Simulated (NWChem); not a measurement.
System: CH3F2La; SMILES [F][La]([CH3])[F]

All runs: NWChem. Structure relaxed at the PBE0/def2-SVP level. No frequency run checked for a minimum. def2 effective core potentials on La; no spin-orbit coupling.

Diagonal of the polarisability tensor at PBE/def2-SVPD, static: 58.05, 84.95, 46.62 bohr³.

**Question.** Find the mean polarisability volume, the molar refraction, and the refractive index that an ideal gas of it would have at 273.15 K and 1 atm.

**Answer.** 
1. Mean: one third of the trace = 63.20 bohr³ × 0.14818 Å³/bohr³ = 9.37 Å³.
2. Molar refraction (Lorentz-Lorenz): (4π/3) N_A α = 23.6 cm³/mol.
3. Number density p/kT = 2.687 × 10⁻⁵ Å⁻³; n − 1 = 2π N α = 15.81 × 10⁻⁴.
4. These hold the electronic response alone: vibrational and orientational terms add to the static dielectric constant.
